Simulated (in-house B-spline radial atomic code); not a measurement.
Checks on a self-consistent run for neutral zirconium, [Kr] (4d3/2)2 5s2. Level of theory: Dirac-Hartree-Fock, average of the jj configuration, Fermi nucleus of rms radius 4.2694 fm; calculated with an all-electron radial atomic-structure program (B-spline basis).

```tsv
orbital	q	ε (Eh)	<1/r>	<r²>	small-component weight
1s1/2	2	-665.52737	41.26	0.00185164	0.021218
2s1/2	2	-94.84534	9.36828	0.0309718	0.0043335
2p1/2	2	-86.50530	9.3063	0.0236293	0.0043041
2p3/2	4	-83.32198	8.90924	0.0249963	0.0041775
3s1/2	2	-16.69647	3.17712	0.237519	0.0011299
3p1/2	2	-13.53392	3.06434	0.238833	0.0010714
3p3/2	4	-13.00498	2.97168	0.249145	0.0010392
3d3/2	4	-7.45906	2.75615	0.243045	0.0009158
3d5/2	6	-7.35055	2.72958	0.247046	0.00090462
4s1/2	2	-2.50995	1.09816	1.68394	0.00022073
4p1/2	2	-1.58453	0.973342	2.12909	0.0001794
4p3/2	4	-1.45565	0.955593	2.18734	0.00017563
4d3/2	2	-0.29599	0.612667	5.7665	7.8158e-05
5s1/2	2	-0.21475	0.316301	18.2066	2.0983e-05
```

Electron-electron repulsion V_ee = 1368.5944 hartree.

(1) What total energy follows from the eigenvalues?

(2) Does the Dirac virial theorem hold?

(3) What diamagnetic shielding (Lamb formula) and susceptibility (Langevin formula) do the radii give?

Results:

(1) The eigenvalues count the repulsion twice, so E = Σqε - V_ee = -2228.497 - 1368.594 = -3597.092 hartree; the run printed -3597.092.

(2) For a point nucleus E = -2c²Σq·w, with w the small-component weight. Here Σq·w = 0.095773 and c = 137.0360, so the ratio E/(-2c²Σq·w) is 1.000022; the finite nucleus accounts for the departure from 1.

(3) σ = (α²/3)Σq<1/r> = 217.101/(3·137.036²) = 3853.6 ppm, and χ = -0.79199×10⁻⁶·Σq<r²> = -54.6×10⁻⁶ cm³/mol with Σq<r²> = 68.938 bohr². Both are non-relativistic formulas without the paramagnetism of open shells.
